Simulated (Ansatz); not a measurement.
Ansatz (a first-principles code) input (BHLYP/def2-TZVPD):

Ansatz 0.2 input:
```yaml
crystal:
  periodic: [false, false, false]
  atoms:
    - {symbol: C, position_ang: [-1.59583230, 0.13556636, -0.07499087]}
    - {symbol: C, position_ang: [-0.31945262, -0.47689888, -0.52507877]}
    - {symbol: N, position_ang: [0.81530058, 0.04962629, 0.15367919]}
    - {symbol: C, position_ang: [1.73562988, 0.48689262, 0.71801204]}
    - {symbol: H, position_ang: [-1.61765317, 0.81705980, 0.76026483]}
    - {symbol: H, position_ang: [-2.51384881, -0.14461706, -0.56974995]}
    - {symbol: H, position_ang: [-0.32715911, -1.56461878, -0.37225552]}
    - {symbol: H, position_ang: [-0.17051277, -0.32856872, -1.60166805]}
basis:
  gaussian:
    orbitals: def2-TZVPD
hamiltonian:
  xc: {name: BHLYP}
magnetization: {spin_polarized: true, initial_magnetization: 1}
output: {forces: true}
```

Output:

```
Functional definition: BHLYP
integrals: 0.07 GiB planned
1084 factors; their error is unknown
mean field: 1.03 GiB planned
mean field evaluation 1: about -4658.3373 eV, gradient 2.8e1 eV
mean field evaluation 2: about -4659.0548 eV, gradient 2.6e1 eV
mean field evaluation 4: about -4661.9081 eV, gradient 1.4e0 eV
mean field evaluation 8: about -4661.9185 eV, gradient 4.2e-2 eV
mean field evaluation 16: about -4661.9379 eV, gradient 2.2e-4 eV
mean field -4661.93786979 eV, -171.3230567398 hartree, gradient 7.9e-5 eV, S^2 0.755755; 0 other end points of the search recorded, 0 dependent functions left out
the calculation of the forces begins
reference -4661.93804089 eV, -171.3230630276 hartree; 15, 14 occupied and 169, 170 virtual orbitals, 1084 factors
Total energy: -4661.93804089 eV, -171.3230630276 hartree
Atom 0 at    -1.595832     0.135566    -0.074991 Å, force    -0.055712     0.044542     0.042590 eV/Å
Atom 1 at    -0.319453    -0.476899    -0.525079 Å, force     0.086691    -0.154865    -0.133895 eV/Å
Atom 2 at     0.815301     0.049626     0.153679 Å, force     0.908593     0.465967     0.592091 eV/Å
Atom 3 at     1.735630     0.486893     0.718012 Å, force    -1.138655    -0.548268    -0.706722 eV/Å
Atom 4 at    -1.617653     0.817060     0.760265 Å, force     0.003874    -0.171123    -0.205539 eV/Å
Atom 5 at    -2.513849    -0.144617    -0.569750 Å, force     0.233308     0.063724     0.120942 eV/Å
Atom 6 at    -0.327159    -1.564619    -0.372256 Å, force     0.000436     0.312631    -0.015620 eV/Å
Atom 7 at    -0.170513    -0.328569    -1.601668 Å, force    -0.038536    -0.012609     0.306153 eV/Å
Dipole moment:    -0.626217    -0.295364    -0.370866 e Å
```

It need not be the lowest isomer of its formula.
